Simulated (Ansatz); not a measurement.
Spectroscopic constants of NiP, multiplicity 6 (lowest of 2S+1 = 2, 4, 6 at CCSD(T)/def2-TZVPP on PBE0 minima; our sources give no spin for the ground state, which may be another). No spin–orbit coupling. Ni is treated without relativity. The T1 diagnostic near the minimum is 0.050, so single-reference values are doubtful.

The constants come from a fifth-degree fit in 1/R (seven points, main isotopes). Runs in def2 and cc sets follow the lowest solution found near the PBE0 minimum.

Codes used: Ansatz (an electronic-structure program) with Gaussian orbitals. 

Energies at B3LYP/def2-TZVPP:

```tsv
R (Å)	E (hartree)
2.159729	-1849.62484904
2.217786	-1849.62719236
2.271198	-1849.62847903
2.331578	-1849.62912091
2.391957	-1849.62907768
2.461626	-1849.62838833
2.542906	-1849.62698239
```

### Question
With a reduced mass of 20.1833 u, find the minimum, the force constant and the constants.

### Answer
A fifth-degree polynomial in 1/R puts the minimum at r_e = 2.3568 Å with force constant 73.1 N/m. Then ω_e = (1/2πc)√(k/μ) = 248 cm⁻¹ and B_e = h/(8π²cμr_e²) = 0.1504 cm⁻¹; the cubic and quartic terms give α_e = 0.0014 and ω_e x_e = 2.3 cm⁻¹.
